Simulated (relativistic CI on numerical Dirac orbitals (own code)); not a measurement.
Calculated at this level of theory: Dirac-Coulomb-Breit CI, orbitals from a KLI potential per configuration, model QED, unscaled Slater integrals (own radial code, finite nucleus).

The strongest absorption lines from the ground level of an ion, among the configurations computed and to levels below about 2360 eV (vacuum wavelength in Å, gf): 16.334 (0.91), 17.220 (0.95), 27.181 (0.12), 28.944 (0.91), 29.025 (0.83), 29.246 (0.47), 29.255 (0.41), 29.903 (0.075).

Task: Which ion is it?
A. Ir LX
B. Ir LVIII
C. Fr LXVIII
D. Pb LXIII

Result: B. Ir LVIII has 20 electrons and the ground level 3s2 3p6 3d2 3F_2; the strongest line goes to 3s2 3p5 3d3 3F°_2. The pattern of lines fixes the number of electrons, and along that sequence the line energies rise steadily with the charge (about as its square where n changes within one kind of shell, about linearly where n is kept but much faster in heavy ions where fine structure, which grows about as Z⁴, sets the gap, and irregularly where shells cross), which fixes Z. Configurations outside the model, such as inner-shell arrays, can give stronger lines. At this charge energies of transitions that change n are usually good to better than 1 %, and those within a shell (Δn = 0) to a few per cent.

LS names give the leading component of a level, which can be under half, so a name can repeat, a term be missing and a line seem to break the LS rules.
